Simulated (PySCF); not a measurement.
Spin-Hamiltonian simulation

Molecule: ethyl methyl carbonate (CCOC(=O)OC, C4H8O3).

Bonds (- single, = double, # triple, : aromatic): C1-C2 1.511 Å, C2-O3 1.427 Å, O3-C4 1.327 Å, C4=O5 1.203 Å, C4-O6 1.328 Å, O6-C7 1.415 Å. C1 carries H8, H9, H10; C2 carries H11, H12; C7 carries H13, H14, H15.

In vacuum, rapidly exchanging positions averaged, one computed conformer, non-relativistic Hamiltonian. Shieldings: GIAO B3LYP/pcSseg-2; structure optimised with PBE0-D3(BJ)/def2-SVP; couplings computed with B3LYP/pcJ-1 (without the spin–dipole term); PySCF 2.14.0 with density-fitted response routines.

Referencing at the same level of theory: TMS for ¹H (σ = 31.39 ppm).

The 5-spin Hamiltonian (Zeeman plus full scalar coupling among like nuclei) was diagonalised exactly; lines are Lorentzian, 0.4 Hz wide, and the maxima above 3 % are listed with the tallest set to 100.

Peak list at 600 MHz for the spins H8/H9/H10/H11/H12:
Hz from δ = 0 (height): 2477.8 (16), 2470.0 (49), 2462.2 (50), 2454.3 (17), 745.8 (50), 738.0 (100), 730.2 (49)

Extract the chemical shifts and coupling constants behind this pattern (give the signs of the calculation).

Answers


Shifts (ppm): H8/H9/H10 1.23, H11/H12 4.11.
Couplings (Hz): H8–H9, H8–H10, H9–H10: -14.1; H8–H11, H8–H12, H9–H11, H9–H12, H10–H11, H10–H12: 7.8; H11–H12: -12.1.
These are the parameters used. A line list fixes at most the relative signs, and those only where coupling is strong; other parameter sets or atom labellings may fit too, and couplings well below the line width leave little trace. Couplings within a CH3 group never show.

Unscaled 3J(H,H) at this level run about 10 % above measured values.
